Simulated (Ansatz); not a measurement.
The same hydrogenolysis along the group S, Se, Te.

Program: Ansatz. Geometries: PBE0-D4/def2-TZVP. ΔE: electronic, gas phase. CBS: MP2 limit from def2 TZ/QZ plus the TZ coupled-cluster correction, frozen cores. This one scheme is used for every species. DFT in def2-TZVPP. def2 core potentials past Kr. For Se, Te outer-core shells are correlated without core-valence functions, which leaves a few kJ/mol of doubt a bond. Scalar relativity is left out up to krypton.

```json
{"reaction": "`Cl[SiH]1CS1` + H₂ → `C1[SiH2]S1` + HCl", "PBE0-D4 (kcal/mol)": "18.3", "MP2/CBS(def2) (kcal/mol)": "20.9"}
{"reaction": "`Cl[SiH]1C[Se]1` + H₂ → `C1[SiH2][Se]1` + HCl", "PBE0-D4 (kcal/mol)": "18.2", "MP2/CBS(def2) (kcal/mol)": "20.9"}
{"reaction": "`Cl[SiH]1C[Te]1` + H₂ → `C1[SiH2][Te]1` + HCl", "PBE0-D4 (kcal/mol)": "17.8", "MP2/CBS(def2) (kcal/mol)": "20.7"}
```

(1) Give the CCSD(T)/CBS values in the same order. (Best estimate.)

Largest T1 diagnostic: 0.012, for `C1[SiH2]S1`.

Answers

(1) Ansatz gave: 18.4, 18.3, 18.0 kcal/mol.
